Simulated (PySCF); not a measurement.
Gas-phase equilibrium of 1 mol AsH₃, 33 mol H₂ at 1000 K and 0.00100 bar, among 7 species (As, AsH₃, As₂, H, H₂, As₄, AsH₂). Only gases are allowed; each row takes one source of thermochemistry for all species, and Cantera finds the minimum.

Energies from PySCF, thermal terms from the rigid-rotor harmonic-oscillator model, ideal gas at 1 bar. † marks an energy on the PBE0/def2-TZVP geometry and frequencies. MP2 and CCSD(T) freeze the core. Open shells (unrestricted) among the columns below: As (multiplicity 4), H (multiplicity 2), AsH₂ (multiplicity 2); the rest are closed-shell singlets. As: all electrons, no relativistic terms. AsH₂: computed as isolated molecules; such fragments, hydroxides, amides, oligomers or adducts are transient or little studied in the gas. MP2 isn't extrapolated to the basis-set limit. CCSD(T) isn't extrapolated to the basis-set limit. The harmonic model lacks anharmonicity and excited electronic states, which grow with temperature; levels with a mode under 35 cm⁻¹ are left out.

Molecules larger than those listed are left out.

Mole fractions:

| thermochemistry | x H₂ | x As | x As₂ | x As₄ | x H | x AsH₂ | x AsH₃ |
|---|---|---|---|---|---|---|---|
| CCSD(T)/def2-SVP† | 0.99 | 4.4e-5 | 0.014 | 3.8e-7 | 3.4e-7 | 2.5e-7 | 9.9e-8 |
| CCSD(T)/def2-TZVPP† | 0.99 | 1.6e-6 | 0.011 | 0.0017 | 9.9e-8 | 9.5e-8 | 5.9e-8 |
| HF/def2-TZVP† | 0.97 | 0.028 | 5.9e-10 | <1e-12 | 5.3e-5 | 1.1e-7 | 3.0e-10 |
| MP2/def2-SVP† | 0.99 | 1.8e-5 | 0.014 | 1.8e-5 | 1.2e-6 | 4.5e-8 | 1.9e-8 |
| PBE/def2-TZVP† | 0.99 | 1.9e-8 | 0.0020 | 0.0062 | 2.5e-7 | 4.6e-8 | 3.4e-8 |
| ωB97M-V/def2-TZVP† | 0.99 | 5.3e-7 | 0.0028 | 0.0058 | 1.0e-7 | 3.2e-7 | 1.8e-7 |
The most sensitive of these is As₄: it spans a factor of 10^9.8 over these rows; at this temperature one factor of ten is RT ln 10 = 19 kJ/mol.
